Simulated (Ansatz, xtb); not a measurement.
Relative energy of two conformers of H6N2Sn

Structure X: `[NH2][SnH2][NH2]`, a singlet. Structure Y: `[NH2][SnH2][NH2]`, a singlet. Both are isolated molecules in the gas phase, relaxed with PBE0-D4/def2-SVP.

X (Å):

```yaml
atoms:
  - { symbol: N, position_ang: [-1.0541, 0.7200, -1.3010] }
  - { symbol: N, position_ang: [0.1366, -1.0683, 1.2644] }
  - { symbol: Sn, position_ang: [0.5149, 0.4803, -0.0221] }
  - { symbol: H, position_ang: [-1.9567, 0.6246, -0.8387] }
  - { symbol: H, position_ang: [-1.0412, 0.0641, -2.0795] }
  - { symbol: H, position_ang: [0.6267, 1.8690, 0.9711] }
  - { symbol: H, position_ang: [1.8902, 0.2524, -1.0307] }
  - { symbol: H, position_ang: [0.3242, -1.9910, 0.8769] }
  - { symbol: H, position_ang: [0.6480, -0.9974, 2.1423] }
```

Y (Å):

```xyz
9

N    -0.0832    0.9371    0.8551
N     0.9851   -2.1346   -0.4439
Sn    0.2724   -0.2441   -0.7800
H    -0.7932    0.5679    1.4850
H     0.7464    1.1315    1.4129
H    -1.2354   -0.4377   -1.5612
H     1.4731    0.5592   -1.6933
H     0.3544   -2.7242    0.0963
H     1.8927   -2.1582    0.0174
```

Energies in hartree; the thermal terms are from PBE0-D4/def2-SVP harmonic frequencies (ideal gas, rigid rotor, one conformer each, 298.15 K, 1 atm) and include the zero-point energy:

```
                               X           Y
E, CCSD(T)/def2-TZVP  −326.583149  −326.583595
   zero-point energy     0.063927     0.063928
        H(298 K) − E     0.071257     0.071263
        G(298 K) − E     0.033900     0.034638
```

Work out ΔE, ΔE₀, ΔH and ΔG for X → Y in kcal/mol (1 Eh = 627.51 kcal/mol) and the equilibrium ratio [Y]/[X].

1. ΔE = −326.583595 − (−326.583149) = −0.000446 Eh = −0.28 kcal/mol.
2. ΔE₀ = ΔE + ΔZPE = −0.000446 + (+0.000001) Eh = −0.28 kcal/mol.
3. ΔH = ΔE + (+0.000006) Eh = −0.28 kcal/mol.
4. ΔG = ΔE + (+0.000738) Eh = +0.18 kcal/mol, so ΔS = (ΔH − ΔG)/T = −6.4 J/(mol K).
5. kT = 0.9442 mEh, so K = [Y]/[X] = exp(−ΔG/kT) = exp(−0.31) ≈ 0.73.

The two are too close for this level to say which is favoured. An error of 1 kcal/mol in ΔG would change K by a factor of 5.4. Mirror images and further conformers aren't counted.

Other levels gave ΔE = −0.3 (PBE0-D4/def2-SVP); 0.0 (HF/def2-TZVP); −0.3 (MP2/def2-TZVP) kcal/mol. The correlated steps freeze 6 core orbitals; the filled d shell of Sn is correlated, in a basis made for valence electrons. Atoms past krypton carry core potentials in the def2 sets, without spin–orbit terms. Programs: Ansatz 0.2.0.
